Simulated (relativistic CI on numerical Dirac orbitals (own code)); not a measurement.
Calculated at this level of theory: Dirac-Coulomb-Breit CI, separate exchange-only KLI orbitals for each configuration, model QED, unscaled Slater integrals (own radial code, finite nucleus).

The strongest absorption lines from the ground level of an ion, among the configurations computed and to levels below about 782 eV (vacuum wavelength in Å, gf): 18.288 (0.011), 25.684 (0.012), 25.853 (0.046), 29.501 (0.027), 30.308 (0.83), 30.406 (1.3), 31.794 (0.68), 33.671 (0.15).

(1) Which ion is it?
A. Os LIV
B. Hf L
C. Hg LVIII
D. Gd XLII

Results:

(1) B. Hf L has 23 electrons and the ground level 3s²3p⁶3d⁵ ⁴P5/2; the strongest line goes to 3s²3p⁵3d⁶ ²D°5/2. The pattern of lines fixes the number of electrons, and along that sequence the line energies rise steadily with the charge (about as its square where n changes within one kind of shell, about linearly where n is kept but much faster in heavy ions where fine structure, which grows about as Z⁴, sets the gap, and irregularly where shells cross), which fixes Z. Configurations outside the model, such as inner-shell arrays, can give stronger lines. At this charge energies of transitions that change n are usually good to better than 1 %, and those within a shell (Δn = 0) to a few per cent.

LS names give the leading component of a level, which can be under half, so a name can repeat, a term be missing and a line seem to break the LS rules.
